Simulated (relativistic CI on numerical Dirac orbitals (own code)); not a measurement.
**Sensitivity of the levels of Cs¹²⁺ to α and to the nuclear radius**

Method of calculation: Dirac-Coulomb-Breit CI, separate exchange-only KLI orbitals for each configuration, derivatives by finite differences, unscaled Slater integrals, QED left out (own radial code, finite nucleus).

CI space (outside the closed core [Ar] 3d10): 4s2.4p6.4d7, 4s2.4p5.4d8, 4s2.4p6.4d6.4f, 4s2.4p4.4d9, 4s2.4p6.4d6.5s, 4s.4p6.4d8, 4s2.4p6.4d5.5s2, 4p6.4d9. Levels of other configurations are missing.

With x = (α/α₀)² − 1 an excitation energy changes as ω = ω₀ + qx; K = 2q/ω₀ is the relative enhancement. Terms are leading LS components, so labels can repeat. The field-shift factor is F = δν/δ⟨r²⟩ for the transition from the lowest level.

Lowest level 4s2.4p6.4d7 4F_9/2.

```
              Level  ω₀ (cm⁻¹)  q (cm⁻¹)  F (GHz/fm²)
 4s2.4p6.4d7 4F_7/2      15643     17780        0.232
 4s2.4p6.4d7 4F_5/2      19705     12840        0.172
 4s2.4p6.4d7 4F_3/2      19980      3191      -0.0287
 4s2.4p6.4d7 4F_3/2      29314     17380        0.204
 4s2.4p6.4d7 4P_5/2      33482     14790        0.268
 4s2.4p6.4d7 2G_9/2      36651     13230        0.222
 4s2.4p6.4d7 4P_1/2      39366     16810         0.18
 4s2.4p6.4d7 2G_7/2      48867     22790         0.34
4s2.4p6.4d7 2H_11/2      50322     15680        0.336
 4s2.4p6.4d7 4P_3/2      52626     32020        0.406
 4s2.4p6.4d7 2D_5/2      53876     27990        0.364
 4s2.4p6.4d7 2P_1/2      60730     36220        0.326
 4s2.4p6.4d7 2H_9/2      66561     34490        0.565
```

At this charge energies of transitions that change n are usually good to better than 1 %, and those within a shell (Δn = 0) to a few per cent. Terms inside the open d or f shell come out 10 to 20 % too wide with unscaled integrals. Levels and lines within the n = 5 or 6 shells can be off by up to 10 % or somewhat more, and those that change n by about 2 %, since core polarisation is missing.

(1) Which transition from the lowest level has the largest |K|?

Results:

(1) 4s2.4p6.4d7 4F_7/2 at 15643 cm⁻¹, K = 2.27.
